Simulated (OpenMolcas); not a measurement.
**Mo2+: moving or changing the point charges**

Mo2+ among 6 point charges of -1 e arranged as a tetragonal octahedron (D4h), 2.24 Å from the ion, with the axial distance 2.643 Å.

```json
{
  "Program": "OpenMolcas 26.06",
  "Method": "SS-CASPT2, IPEA 0.25 Eh, imaginary shift 0.1 Eh (closed shells correlated: 4s 4p)",
  "Basis": "ANO-RCC-VTZP [7s6p4d2f1g]",
  "Scalar Hamiltonian": "DKH2, point nucleus",
  "Active space": "4 electrons in 5 orbitals (4d)",
  "State averaging": "2S+1 = 5 even, 5 roots; 2S+1 = 3 even, 45 roots; 2S+1 = 1 even, 50 roots",
  "Spin-orbit coupling": "RASSI with atomic mean-field integrals over the reference wave functions"
}
```

Runs around this geometry, states (labels of D4, the rotations of D4h). Energies in cm-1 above the lowest state or level, χT in cm3 K/mol.

```json
{"R (Å)": "2.24", "q (e)": "-1", "Axial / equatorial distance": "1.09", "Ground state": "5B1", "First state of that spin": "5A1 2830", "First gap with spin-orbit (degeneracies)": "4 (1, 1)", "χT at 300 K": "2.623", "First state of another spin": "3E 11410"}
{"R (Å)": "2.24", "q (e)": "-0.5", "Axial / equatorial distance": "1.18", "Ground state": "5B1", "First state of that spin": "5A1 2480", "First gap with spin-orbit (degeneracies)": "7 (1, 1)", "χT at 300 K": "2.280", "First state of another spin": "3E 13560"}
{"R (Å)": "2.03", "q (e)": "-1", "Axial / equatorial distance": "1.18", "Ground state": "5B1", "First state of that spin": "5A1 6790", "First gap with spin-orbit (degeneracies)": "2 (1, 1)", "χT at 300 K": "2.760", "First state of another spin": "3E 11020"}
{"R (Å)": "2.24", "q (e)": "-1", "Axial / equatorial distance": "1.18", "Ground state": "5B1", "First state of that spin": "5A1 5050", "First gap with spin-orbit (degeneracies)": "3 (1, 1)", "χT at 300 K": "2.631", "First state of another spin": "3E 12620"}
{"R (Å)": "2.35", "q (e)": "-1", "Axial / equatorial distance": "1.18", "Ground state": "5B1", "First state of that spin": "5B2 4180", "First gap with spin-orbit (degeneracies)": "3 (1, 1)", "χT at 300 K": "2.542", "First state of another spin": "3E 13160"}
```

Scaling the charges by -0.5 / -1 = 0.50 scales the first state of the same spin by 2480 / 5050 = 0.49; with fixed orbitals a first-order splitting would follow the charge.

Over all roots computed the reference weight is 0.86 to 0.94 in R = 2.03 in q = -1 in ratio = 1.18; the roots of lowest weight are the least certain, and an intruder state may touch them. Point charges give a weaker field than real ligands, and real ions of this kind are as a rule low spin; the high spin found here belongs to the model. Free-ion shares, where given, are those of the reference states; single-state CASPT2 does not remix them. The ground term spreads over less than 5000 cm-1, several times less than with real ligands, so orbital moments are less quenched and χT lies further from the spin-only value than at real sites (holds for R = 2.24, q = -0.5, ratio = 1.18). Point charges carry no covalency, so the field is a model and not that of real ligands. No measured value stands beside these numbers.
